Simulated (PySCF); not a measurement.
**GaF₂: from structure and modes to constants**

Level of theory: UPBE0 in PySCF with Ga def2-TZVP, F def2-TZVP; no relativity; density-fitted integrals.

The doublet minimum has C2v symmetry. Masses (u): Ga 68.92558, F 18.99840.

```xyz
3
charge 0 multiplicity 2, angstrom
Ga    0.0000    0.0000   -0.3293
F     1.4954    0.0000    0.5916
F    -1.4954    0.0000    0.5916
```

Harmonic wavenumbers (cm⁻¹): 176.3 (a1, ×1), 642.4 (a1, ×1), 682.4 (b2, ×1).

Question: Find the principal moments of inertia and the rotational constants. What kind of rotor is it?

Answer: About the centre of mass I = 20.773, 84.975, 105.75 u Å². With B = 16.8576/I this gives 0.8115, 0.1984, 0.1594 cm⁻¹. The molecule is an asymmetric top with κ = -0.88.

Question: What is the harmonic zero-point energy?

Answer: Half the sum of all 3 wavenumbers, 1501/2 = 751 cm⁻¹, which is 9.0 kJ/mol (1 cm⁻¹ = 0.0119627 kJ/mol).

Question: Find the vibrational entropy and heat capacity at 298.15 K.

Answer: With u = 1.43878 ω/T, each mode gives S = R[u/(eᵘ−1) − ln(1−e⁻ᵘ)] and C = R u² eᵘ/(eᵘ−1)².
```json
{"ω (cm⁻¹)": "176.3", "u": "0.851", "S (J/(mol K))": "9.91", "C (J/(mol K))": "7.83"}
{"ω (cm⁻¹)": "642.4", "u": "3.100", "S (J/(mol K))": "1.60", "C (J/(mol K))": "3.95"}
{"ω (cm⁻¹)": "682.4", "u": "3.293", "S (J/(mol K))": "1.37", "C (J/(mol K))": "3.61"}
```
The sums over all modes are S = 12.9 and C = 15.4 J/(mol K); the softest mode gives 77 % of the entropy.

Question: Give the standard entropy (298.15 K, 1 bar) by its translational, rotational, vibrational and spin parts, and Cp.

Answer: Sackur–Tetrode with M = 106.92 u gives 167.1; rotation with symmetry number 2 gives 93.2; vibration 12.9; spin R ln 2 = 5.8. The total is 279.0 J/(mol K), and Cp = 4 R + 15.4 = 48.6 J/(mol K).

Only a few start shapes were tried, so a lower isomer may exist.
